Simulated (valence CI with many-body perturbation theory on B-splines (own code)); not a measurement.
**E1 line list for Ir LXV**

Method: valence CI with perturbative core correlation (CI+MBPT): three valence electrons over a frozen Dirac-Fock core [Ne], radial functions for each j: 11 s, 11 p, 9 d, 7 f, 5 g, 2 h, 1 i, with the one-electron correlation potential Σ1, the two-electron term Σ2, the three-electron term Σ3, Breit, model QED; selected CI, second order for the rest (own B-spline code, finite nucleus).

The last digits are not significant, and no measured levels were compared; by estimate large intervals hold to a few tenths of a per cent, small ones and those within an open d or f shell to about a per cent.

Lines 1 to 50 of 280 in falling wavelength, among levels below 1669.6 eV, chosen from the strongest by gf and those to the six lowest levels. Wavelengths and rates use the calculated energies. Electric multipoles are in the length gauge, E1 and E2 with the static RPA response of the core. Weak lines are less certain than strong ones. Lines between different terms over intervals too small for the method are left out, as are lines whose strength nearly cancels. The highest levels of a list are the least certain.

Levels are named by their leading jj configuration (3d3/2^4 stands for four electrons in 3d with j = 3/2), which in mixed levels can hold well under half, so a name can repeat and another be missing. Letters in brackets count levels of one name in rising energy.

| λ vac (Å) | Upper | Lower | A (s⁻¹) | S (a.u.) with core polarisation | S without |
| --- | --- | --- | --- | --- | --- |
| 90.47 | (3p1/2 3p3/2 3d3/2) J=7/2 | (3s 3p3/2 3d3/2) J=5/2 [b] | 5.85e+09 | 1.71e-02 | 1.74e-02 |
| 90.22 | (3p1/2 3d3/2^2) J=5/2 | (3s 3d3/2^2) J=5/2 | 6.16e+09 | 1.34e-02 | 1.36e-02 |
| 88.05 | (3s 3p1/2 3d3/2) J=5/2 | (3s^2 3d3/2) J=3/2 | 9.63e+09 | 1.95e-02 | 1.98e-02 |
| 84.60 | (3s 3p1/2 3p3/2) J=3/2 [a] | (3s^2 3p3/2) J=3/2 | 2.28e+09 | 2.73e-03 | 2.77e-03 |
| 83.13 | (3p1/2 3p3/2^2) J=5/2 | (3s 3p3/2^2) J=3/2 | 6.96e+09 | 1.18e-02 | 1.20e-02 |
| 81.48 | (3p1/2 3d3/2^2) J=5/2 | (3s 3d3/2^2) J=3/2 | 1.20e+10 | 1.92e-02 | 1.95e-02 |
| 80.90 | (3p1/2 3p3/2 3d5/2) J=7/2 [b] | (3s 3p3/2 3d5/2) J=5/2 [b] | 1.27e+10 | 2.65e-02 | 2.69e-02 |
| 79.77 | (3p1/2 3p3/2 3d5/2) J=9/2 | (3s 3p3/2 3d5/2) J=7/2 [b] | 1.11e+10 | 2.77e-02 | 2.81e-02 |
| 74.77 | (3s 3p1/2 3p3/2) J=5/2 | (3s^2 3p3/2) J=3/2 | 1.58e+10 | 1.96e-02 | 1.99e-02 |
| 74.74 | (3s 3p1/2 3d5/2) J=7/2 | (3s^2 3d5/2) J=5/2 | 2.60e+10 | 4.28e-02 | 4.34e-02 |
| 72.47 | (3p1/2 3p3/2 3d3/2) J=5/2 [a] | (3s 3p3/2 3d3/2) J=3/2 [a] | 1.06e+10 | 1.20e-02 | 1.21e-02 |
| 72.40 | (3p1/2^2 3d3/2) J=3/2 | (3s 3p1/2 3d3/2) J=1/2 | 1.71e+10 | 1.28e-02 | 1.30e-02 |
| 71.72 | (3p1/2 3p3/2 3d5/2) J=3/2 [b] | (3s 3p3/2 3d5/2) J=3/2 [b] | 1.56e+10 | 1.14e-02 | 1.16e-02 |
| 71.19 | (3s 3p1/2 3d3/2) J=3/2 [a] | (3s 3p1/2 3p3/2) J=3/2 [b] | 3.55e+09 | 2.53e-03 | 2.57e-03 |
| 70.42 | (3p1/2 3p3/2 3d5/2) J=9/2 | (3s 3p3/2 3d5/2) J=7/2 [a] | 1.45e+10 | 2.49e-02 | 2.53e-02 |
| 70.23 | (3s 3p1/2 3d5/2) J=5/2 [b] | (3s^2 3d5/2) J=5/2 | 1.97e+10 | 2.02e-02 | 2.05e-02 |
| 70.16 | (3s 3p1/2 3d3/2) J=3/2 [c] | (3s^2 3d3/2) J=3/2 | 1.57e+10 | 1.07e-02 | 1.09e-02 |
| 69.34 | (3p1/2 3p3/2 3d5/2) J=5/2 [b] | (3s 3p3/2 3d5/2) J=7/2 [b] | 1.15e+10 | 1.14e-02 | 1.16e-02 |
| 69.33 | (3s 3p1/2^2) J=1/2 | (3s^2 3p1/2) J=1/2 | 4.29e+10 | 1.41e-02 | 1.43e-02 |
| 69.08 | (3p1/2 3p3/2 3d3/2) J=3/2 [a] | (3s 3p3/2 3d3/2) J=3/2 [a] | 1.74e+10 | 1.13e-02 | 1.15e-02 |
| 68.92 | (3p1/2 3p3/2 3d3/2) J=7/2 | (3s 3p3/2 3d3/2) J=7/2 | 2.04e+10 | 2.64e-02 | 2.68e-02 |
| 68.89 | (3p1/2 3p3/2^2) J=1/2 | (3s 3p3/2^2) J=1/2 | 3.46e+10 | 1.12e-02 | 1.13e-02 |
| 68.60 | (3p1/2 3p3/2 3d5/2) J=5/2 [a] | (3s 3p3/2 3d5/2) J=3/2 [a] | 3.07e+10 | 2.93e-02 | 2.98e-02 |
| 68.37 | (3s 3p1/2 3d5/2) J=3/2 | (3s^2 3d5/2) J=5/2 | 2.84e+10 | 1.79e-02 | 1.82e-02 |
| 68.05 | (3p1/2 3p3/2 3d3/2) J=7/2 | (3s 3p3/2 3d3/2) J=5/2 [a] | 1.12e+10 | 1.40e-02 | 1.42e-02 |
| 67.22 | (3p1/2 3p3/2 3d5/2) J=3/2 [b] | (3s 3p3/2 3d5/2) J=1/2 | 3.26e+10 | 1.95e-02 | 1.98e-02 |
| 67.18 | (3p1/2^2 3d5/2) J=5/2 | (3s 3p1/2 3d5/2) J=3/2 | 4.07e+10 | 3.66e-02 | 3.71e-02 |
| 66.14 | (3s 3p1/2 3p3/2) J=3/2 [b] | (3s^2 3p3/2) J=3/2 | 2.82e+10 | 1.61e-02 | 1.64e-02 |
| 66.03 | (3s 3p1/2 3d3/2) J=3/2 [b] | (3s 3p1/2 3p3/2) J=3/2 [b] | 3.32e+10 | 1.88e-02 | 1.91e-02 |
| 65.56 | (3p1/2 3p3/2 3d5/2) J=3/2 [a] | (3s 3p3/2 3d5/2) J=5/2 [a] | 4.50e+10 | 2.51e-02 | 2.54e-02 |
| 65.47 | (3p1/2^2 3d5/2) J=5/2 | (3s 3p1/2 3d5/2) J=5/2 [b] | 4.08e+10 | 3.39e-02 | 3.44e-02 |
| 64.09 | (3p1/2 3p3/2 3d5/2) J=5/2 [a] | (3s 3p3/2 3d5/2) J=5/2 [a] | 3.14e+10 | 2.45e-02 | 2.49e-02 |
| 63.33 | (3s 3p1/2 3d3/2) J=3/2 [a] | (3s 3p1/2 3p3/2) J=5/2 | 3.47e+10 | 1.74e-02 | 1.76e-02 |
| 63.27 | (3p1/2 3p3/2^2) J=5/2 | (3s 3p3/2^2) J=5/2 | 3.04e+10 | 2.28e-02 | 2.31e-02 |
| 62.89 | (3p1/2 3p3/2 3d5/2) J=7/2 [b] | (3s 3p3/2 3d5/2) J=7/2 [a] | 2.71e+10 | 2.66e-02 | 2.70e-02 |
| 62.51 | (3s 3p1/2 3p3/2) J=1/2 | (3s^2 3p3/2) J=3/2 | 3.55e+10 | 8.55e-03 | 8.68e-03 |
| 62.20 | (3p1/2^2 3d3/2) J=3/2 | (3s 3p1/2 3d3/2) J=5/2 | 8.32e+10 | 3.95e-02 | 4.01e-02 |
| 62.17 | (3p1/2 3p3/2 3d5/2) J=5/2 [b] | (3s 3p3/2 3d5/2) J=7/2 [a] | 3.91e+10 | 2.78e-02 | 2.82e-02 |
| 62.04 | (3s 3p1/2 3d3/2) J=5/2 | (3s 3p1/2 3p3/2) J=3/2 [b] | 8.82e+09 | 6.24e-03 | 6.33e-03 |
| 61.98 | (3p1/2^2 3d5/2) J=5/2 | (3s 3p1/2 3d5/2) J=7/2 | 7.62e+10 | 5.37e-02 | 5.45e-02 |
| 61.79 | (3p1/2 3p3/2 3d5/2) J=7/2 [a] | (3s 3p3/2 3d5/2) J=9/2 | 5.83e+10 | 5.43e-02 | 5.51e-02 |
| 61.53 | (3p1/2 3p3/2^2) J=3/2 | (3s 3p3/2^2) J=5/2 | 5.90e+10 | 2.71e-02 | 2.75e-02 |
| 60.82 | (3p1/2 3p3/2 3d3/2) J=5/2 [a] | (3p1/2 3p3/2^2) J=5/2 | 3.04e+10 | 2.02e-02 | 2.05e-02 |
| 60.37 | (3p1/2 3p3/2 3d3/2) J=5/2 [b] | (3s 3p3/2 3d3/2) J=7/2 | 6.61e+10 | 4.31e-02 | 4.37e-02 |
| 60.02 | (3p1/2 3p3/2 3d3/2) J=3/2 [b] | (3s 3p3/2 3d3/2) J=5/2 [a] | 3.31e+10 | 1.41e-02 | 1.43e-02 |
| 59.42 | (3p1/2 3p3/2 3d5/2) J=9/2 | (3s 3p3/2 3d5/2) J=9/2 | 4.17e+10 | 4.32e-02 | 4.39e-02 |
| 59.21 | (3s 3p1/2 3d3/2) J=3/2 [b] | (3s 3p1/2 3p3/2) J=5/2 | 4.69e+10 | 1.92e-02 | 1.95e-02 |
| 58.65 | (3p1/2^2 3d3/2) J=3/2 | (3s 3p1/2 3d3/2) J=3/2 [b] | 5.25e+10 | 2.09e-02 | 2.12e-02 |
| 58.41 | (3p1/2 3p3/2 3d3/2) J=3/2 [a] | (3p1/2 3p3/2^2) J=5/2 | 2.14e+10 | 8.41e-03 | 8.53e-03 |
| 57.65 | (3s 3p1/2 3d3/2) J=3/2 [a] | (3s 3p1/2 3p3/2) J=3/2 [a] | 2.20e+10 | 8.32e-03 | 8.44e-03 |
